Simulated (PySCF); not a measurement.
Calculated properties of `C=Cc1ccpcc1`

Species: C₇H₇P.
Geometry (PBE0-D3(BJ)/def2-SVP, Å), atoms numbered from 1 in this order:
```xyz
15
C7H7P angstrom
C     -2.3604   -1.4057    0.1629
C     -1.7150   -0.2903   -0.2009
C     -0.2704   -0.0365   -0.1513
C      0.6406   -1.0083    0.3009
C      2.0112   -0.8186    0.3686
P      2.8673    0.6291   -0.0818
C      1.5247    1.6100   -0.5823
C      0.1917    1.2217   -0.5730
H     -3.4473   -1.4730    0.0782
H     -1.8449   -2.2862    0.5549
H     -2.3103    0.5467   -0.5833
H      0.2420   -1.9762    0.6193
H      2.6199   -1.6508    0.7383
H      1.7577    2.6205   -0.9348
H     -0.5601    1.9407   -0.9169
```

PBE0-D3(BJ)/def2-SVP geometry optimisation, gas phase (PySCF):

```yaml
Point_group: Cs
Rotational_constants_A_B_C: 4.663, 1.129, 0.909 GHz
```

PBE0/def2-SVPD ground state, ΔSCF and vertical TDDFT (core frozen in the response) (PySCF):

```yaml
Dipole_moment: 1.68 D
HOMO_energy: -6.63 eV
LUMO_energy: -1.94 eV
HOMO–LUMO_gap: 4.69 eV
Lowest_singlet_excitation: 4.34 eV (286 nm, f = 0.356)
Strongest_line_among_the_10_lowest_singlet_transitions: S8 at 6.33 eV (196 nm, f = 0.416)
Lowest_triplet_excitation_Tamm–Dancoff: 2.60 eV
Static_isotropic_polarisability: 114.3 au
Vertical_ionisation_energy: 8.29 eV
Vertical_electron_affinity: 0.34 eV
Electronic_spatial_extent_⟨r²⟩_about_the_centre_of_nuclear_charge: 1223 bohr²
```

From PBE0/pcSseg-1 ground state and GIAO shieldings, non-relativistic (PySCF):

```yaml
Lowest_Hirshfeld_atomic_charge: -0.11 e on C5/C7
Highest_Hirshfeld_atomic_charge: +0.08 e on P6
13C_chemical_shifts_computed_TMS_as_zero_by_class: 164.7 (C5/C7), 146.1 (C2), 141.0 (C3), 136.8 (C4/C8), 120.8 (C1) ppm
1H_chemical_shifts_computed_TMS_as_zero_by_class: 8.95 (H13/H14), 8.05 (H12/H15), 6.69 (H11), 6.40 (H10), 5.70 (H9) ppm
Isotropic_shieldings_of_nuclei_other_than_C_and_H_by_class: 85 (P6) ppm
Mayer_bond_orders_between_heavy_atoms: C1–C2 1.94, C2–C3 1.09, C3–C4 1.37, C4–C5 1.50, C5–P6 1.28, P6–C7 1.31, C7–C8 1.47, C8–C3 1.36
```

Monoisotopic mass from the formula: 122.0285 u.

A dipole of 1.68 D is allowed in Cs, and pure rotational transitions are dipole-allowed. The polarisability is 16.94 Å³ as a volume (1 au = 0.148185 Å³), or 1.79 au for each of the 64 electrons. With B = h/(8π²I), that is 505.379 GHz u Å² over I, the principal moments of inertia are 108.4, 447.5 and 555.9 u Å² (most abundant isotopes). No computed singlet falls in the visible range (750 to 380 nm, 1.65 to 3.26 eV); S1 lies 1.08 eV above its blue end. The principal polarisabilities are 63.1, 107.7 and 172.2 au; their mean is the isotropic value. The dipole matches unit charges of opposite sign 0.35 Å apart (1 e·Å = 4.8032 D).

 NMR classes are plain means over equivalent atoms (diastereotopic ones count apart unless rotation or inversion swaps them), as if these changed places fast; in this geometry the members of some classes differ.

One conformer stands for the species.
